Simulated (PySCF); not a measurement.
All numbers come from PySCF, PBE0, basis Se def2-TZVP, O def2-TZVP, H def2-TZVP (no relativity, density fitting). Open shells, if any, are unrestricted.

**Question.** What shape and geometry does isolated singlet H2SeO2 take (every ligand bound to Se)?

**Answer.** Counting electrons, selenium keeps none of its valence electrons outside its bonds, so the VSEPR class is AX4 and the expected shape is tetrahedral; with unlike ligands the computed point group is C2v. The lowest minimum found is a singlet of C2v symmetry with Se–H 1.501 Å (×2), Se–O 1.600 Å (×2); H–Se–H 99.3°, H–Se–O 108.2° (×4), O–Se–O 122.5°. Its harmonic wavenumbers are 336 (a1), 630 (b1), 820 (a2), 966 (b2), 968 (a1), 1052 (b2), 1067 (a1), 2233 (b1), 2244 (a1) cm⁻¹ and its dipole moment is 3.96 D.

This need not be the most stable arrangement of these atoms.
